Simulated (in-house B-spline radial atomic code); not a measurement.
# CAM-B3LYP excitations of Ne VII (Ne6+)

Method: CAM-B3LYP. Computed with a B-spline radial code for spherical atoms: linear response of the closed shell [He] 2s2 with the functional's adiabatic kernel; non-relativistic, point nucleus, no spin-orbit coupling, no double excitations, S, P, D and F terms only.

Command:
```bash
python run_td.py task.json out
```
Settings (radii: box in bohr, nucleus in fm):
```
Z                        10
electrons                4
configuration            [He] 2s2
hamiltonian              nr
method                   camb3lyp
box_radius               14.35
intervals                48
```

Cost of the run: 0.1 s on 1 thread of Intel(R) Xeon(R) 6975P-C (Granite Rapids), on a shared host.

The lowest states, in the order of their Tamm-Dancoff energies; the method's threshold (minus the highest occupied level) is 196.85 eV. Labels give the largest channel, * marks a mixed state, and oscillator strengths are full-response dipole values. Semilocal kernels can invert the small singlet-triplet splittings of Rydberg terms. Energies in eV:

```csv
state,full response,Tamm-Dancoff,oscillator strength
2s → 2p 3P,9.621,11.525,-
2s → 2p 1P,?,?,?
2s → 3s 3S,116.69,116.70,-
2s → 3s 1S,120.12,120.16,-
2s → 3p 3P,121.96,121.98,-
2s → 3p 1P,123.54,123.54,0.488
2s → 3d 3D,125.31,125.36,-
2s → 3d 1D,128.18,128.19,-
2s → 4s 3S,?,?,-
2s → 4s 1S,155.36,155.37,-
```

(1) Where does 2s → 2p 1P lie?

(2) Where does 2s → 4s 3S lie?

(3) How large is the singlet-triplet splitting of 2s → 2p (P terms) in Tamm-Dancoff?

(4) What polarisabilities and dispersion coefficient does the method give?

## Answers

(1) At 24.124 eV in full response, 25.297 eV in Tamm-Dancoff, oscillator strength 0.367.

(2) At 154.36 eV in full response, 154.36 eV in Tamm-Dancoff.

(3) 13.8 eV, from the unrounded values.

(4) Dipole 0.505 bohr³, quadrupole 0.09673 bohr⁵, C6 0.1923 hartree·bohr⁶ for two such species.
